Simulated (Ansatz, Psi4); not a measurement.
The Ansatz (a quantum-chemistry and plane-wave program) input:
Ansatz 0.2 input:
```yaml
crystal:
  periodic: [false, false, false]
  atoms:
    - {symbol: C, position_ang: [-1.19900215, -0.83639300, 0.12677471]}
    - {symbol: C, position_ang: [0.01387559, 0.02593350, 0.15918196]}
    - {symbol: C, position_ang: [1.35357790, -0.54836869, -0.14265299]}
    - {symbol: N, position_ang: [-0.15604386, 1.41099659, 0.03001501]}
    - {symbol: H, position_ang: [-1.00348330, -1.78518800, 0.62292084]}
    - {symbol: H, position_ang: [-1.52305459, -1.06507776, -0.90040408]}
    - {symbol: H, position_ang: [-2.03019307, -0.34664268, 0.63260756]}
    - {symbol: H, position_ang: [1.47859716, -1.50511862, 0.36093446]}
    - {symbol: H, position_ang: [2.14235413, 0.12417312, 0.19219051]}
    - {symbol: H, position_ang: [1.50113967, -0.72383813, -1.21961119]}
    - {symbol: H, position_ang: [0.58823510, 1.88250990, -0.46690228]}
    - {symbol: H, position_ang: [-1.07199613, 1.69517515, -0.29166300]}
basis:
  gaussian:
    orbitals: def2-SVPD
hamiltonian:
  xc: r2scan
magnetization: {spin_polarized: true, initial_magnetization: 1}
accuracy: high
```

Give the equivalent Psi4 input.

Several could match; the one computed here: 
```
memory 2 GB

molecule {
0 2
C    -1.19900215   -0.83639300    0.12677471
C     0.01387559    0.02593350    0.15918196
C     1.35357790   -0.54836869   -0.14265299
N    -0.15604386    1.41099659    0.03001501
H    -1.00348330   -1.78518800    0.62292084
H    -1.52305459   -1.06507776   -0.90040408
H    -2.03019307   -0.34664268    0.63260756
H     1.47859716   -1.50511862    0.36093446
H     2.14235413    0.12417312    0.19219051
H     1.50113967   -0.72383813   -1.21961119
H     0.58823510    1.88250990   -0.46690228
H    -1.07199613    1.69517515   -0.29166300
}

set {
  basis def2-svpd
  reference uks
  scf_type pk
  puream true
  d_convergence 1e-8
  dft_radial_points 99
  dft_spherical_points 590
}

energy('r2scan')
print_variables()
```

Both were run: Ansatz gave -173.613500 Eh and Psi4 -173.613506 Eh, 0.006 mEh apart.
